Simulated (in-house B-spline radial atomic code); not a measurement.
A calculation on the sulfur ion S⁴⁺: its settings, and results tabulated from the run. Level of theory: scalar-relativistic (X2C) PBE, spin-polarised, spherical fractional occupations, Fermi nucleus of rms radius 3.2611 fm; calculated with a B-spline radial code for spherical atoms.

Command:
```bash
python run_scf.py task.json out
```
Settings (nuclear radius in fm, mass in u):
```
Z                16
configuration    1s2 2s2 2p6 3s2
hamiltonian      x2c
method           pbe,pbe
spin_polarised   True
nucleus          fermi
rms_radius       3.2611
atomic_mass      31.97207
speed_of_light   137.035999084
```

Output (hartree, bohr):
```
 radial grid: 68 intervals, B-splines of order 8, outer radius 14.6809 bohr

 iter        energy (Eh)    residual
    1        -391.959361    4.50e-01
    2        -394.317091    2.07e-01
    3        -394.742886    6.30e-02
    4        -394.784573    1.82e-02
    5        -394.787852    7.97e-03
    6        -394.788574    1.00e-04
    7        -394.788574    7.14e-06
    8        -394.788574    8.21e-08

 total energy                      -394.78857
 kinetic                             396.6071
 electron-nucleus                   -915.4671
 Hartree                             148.0216
 exchange-correlation                -23.9501

 orbital      occ     eigenvalue          <r>       <r^2>       <1/r>       r_max
 1s up      1.000       -90.6561    0.0966739   0.0125926     15.7478     0.06309
 1s down    1.000       -90.6561    0.0966739   0.0125926     15.7478     0.06309
 2s up      1.000        -9.9610     0.476966    0.270522     3.08649      0.3875
 2s down    1.000        -9.9610     0.476966    0.270522     3.08649      0.3875
 2p up      3.000        -7.9425     0.439537    0.241037     2.97346      0.3247
 2p down    3.000        -7.9425     0.439537    0.241037     2.97346      0.3247
 3s up      1.000        -2.4224      1.46649      2.4511    0.948117       1.309
 3s down    1.000        -2.4224      1.46649      2.4511    0.948117       1.309
```

Cost of the run: 0.09 s on 1 thread of Arm Neoverse V1, on a shared host.
